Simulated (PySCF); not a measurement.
**SMILES CP1(=N)CCCCC1, C₆H₁₄NP**

Cartesian coordinates in Å; atom numbers follow the order of the lines, from 1:
```xyz
22

C     2.360   -0.389   -0.375
P     0.679   -0.203    0.337
N     0.452   -0.570    1.852
C     0.136    1.464   -0.243
C    -1.374    1.604   -0.031
C    -2.184    0.568   -0.815
C    -1.881   -0.879   -0.420
C    -0.419   -1.273   -0.647
H     3.041    0.337    0.104
H     2.375   -0.226   -1.467
H     2.726   -1.404   -0.148
H     0.970   -0.013    2.531
H     0.691    2.230    0.328
H     0.400    1.593   -1.310
H    -1.588    1.493    1.047
H    -1.695    2.622   -0.318
H    -3.261    0.765   -0.669
H    -1.991    0.700   -1.898
H    -2.115   -1.028    0.649
H    -2.535   -1.563   -0.990
H    -0.234   -2.313   -0.330
H    -0.146   -1.185   -1.715
```

Method: UKS PBE0/def2-SV(P) four-point reorganisation energy, gas phase in PySCF 2.14.0. Geometry: PBE0/def2-SV(P).

(1) What is the inner reorganisation energy for hole transfer, with the ionisation energy?

## Answers

(1) λ = 0.522 (surface of the oxidised species) + 0.596 (surface of the starting species) = 1.118 eV. The ionisation energy is 7.74 eV vertical and 7.22 eV adiabatic without zero-point energy; at the relaxed geometry of the oxidised species the two energies differ by 6.62 eV. Largest bond changes: P2–N3 1.575 → 1.684 Å, C1–P2 1.835 → 1.802 Å, P2–C4 1.847 → 1.816 Å, N3–H12 1.020 → 1.031 Å, C8–P2 1.822 → 1.814 Å. ⟨S²⟩ of the relaxed oxidised species 0.754.
